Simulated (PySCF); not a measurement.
C₆ coefficients of unlike pairs at PBE0

Calculated with PySCF 2.14 from the dipole response of each species, C₆(A,B) = (3/π) ∫ α_A(iu) α_B(iu) du, in atomic units, from isotropic polarisabilities. For ions this is the dispersion term alone; charge-induced terms of lower order in 1/R come first.

```
species           configuration                                      basis      relativity  α (bohr³)  C₆ (like pair)
    As⁺  [Ar] 3d10 4s2 4p2 (3P)  aug-cc-pVQZ-PP with ECP10MDF (7s6p5d3f2g)  core potential      16.77           101.5
     Be           [He] 2s2 (1S)                     dyall-av3z (15s9p4d2f)            none      42.98           258.1
   Mn²⁺           [Ar] 3d5 (6S)                  def2-QZVPPD (11s6p5d4f2g)            none      3.757           10.99
    F³⁺       [He] 2s2 2p2 (3P)                    dyall-acv3z (15s9p4d2f)            none     0.9450          0.8502
```

Estimate C₆ for F³⁺ with As⁺.

The integral gives 8.257. The combination rule 2 C_A C_B / (C_A α_B/α_A + C_B α_A/α_B) gives 8.293 and the geometric mean 9.289.

No spin-orbit coupling is included.

The other pairs:

```
     pair     C₆
F³⁺, Mn²⁺  3.049
Mn²⁺, As⁺  30.62
  Be, As⁺  145.4
 Mn²⁺, Be  37.81
  F³⁺, Be  9.894
```
